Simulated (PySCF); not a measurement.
Species: C8H16BP.
SMILES with atom numbers: `[BH3-:1][P@+:2]1([C:3]([CH3:4])([CH3:5])[CH3:6])[CH:7]=[C:8]1[CH:9]=[CH2:10]`

Probes without a nucleus sit at each ring's centroid and 1 Å off its mean plane on both sides; NICS is minus the shielding there, NICSzz its component along the normal. Level: GIAO KT3/pcSseg-1 (PySCF, non-relativistic, gas phase) on the PBE0-D3(BJ)/def2-SVP geometry, one conformer.

Ring bond lengths (Å): P2–C7 1.783, C7–C8 1.327, C8–P2 1.791.

Give the NICS values of each ring in ppm.

```
    ring                                                     type  NICS(0)  NICS(1), two faces  NICS(1)zz, two faces  rms pucker (Å)  centre to ring atoms, mean (Å)
P2–C7–C8  3-membered ring with P; formal bonds 1 double, 2 single    -22.2         -7.1 / -8.2         -14.3 / -16.2            0.00                            0.94
```

What can be read from them?

- P2–C7–C8: mean NICS(1)zz -15.3 ppm, shielded. P2 has four or more neighbours; no verdict on aromaticity is drawn. NICS(0) lies 15 ppm below the mean NICS(1).

List the ring angles.

- P2–C7–C8: P2 43.6°, C7 68.5°, C8 67.9°; sum 180.0° against 180° for a flat convex ring.

What are the shieldings of the ring atoms and their hydrogens in the same run (means over atoms taken as equivalent)?

| atoms | environment | σ isotropic (ppm) | principal values of the symmetric part, first atom (ppm) |
| --- | --- | --- | --- |
| P2 | phosphorus bonded to B and 3 C | 431.7 | 203.0, 245.7, 846.3 |
| C7 | alkene CH carbon | 63.9 | -36.2, 54.2, 173.8 |
| C8 | fully substituted alkene carbon | 48.0 | -61.5, 46.3, 159.1 |
| H on C7 | vinylic hydrogen | 23.69 | 22.6, 23.7, 24.7 |

How do the values depend on the level or the medium?

```tsv
level	NICS(0), P2–C7–C8	mean NICS(1)zz, P2–C7–C8
KT3/pcSseg-1, gas	-22.2	-15.3
PBE0/pcSseg-1, gas	-22.7	-16.5
PBE0/pcSseg-1, IEF-PCM chloroform	-23.1	-16.9
PBE0/pcSseg-1, IEF-PCM dimethylsulfoxide	-23.2	-17.1
```

The geometry is the same throughout; the continuum's cavity takes Bondi-type radii × 1.2.

The run took 1.7 min on an Intel Xeon Platinum 8488C with one thread, on a shared host, and the process peaked at 0.96 GiB of memory. This is the whole shielding run at KT3/pcSseg-1, SCF included.

The values belong to the conformer `[BH3-:1][P@+:2]1([C:3]([CH3:4])([CH3:5])[CH3:6])[CH:7]=[C:8]1[CH:9]=[CH2:10]`: B1–P2–C3–C4 -175°, C7–C8–C9–C10 -178°.
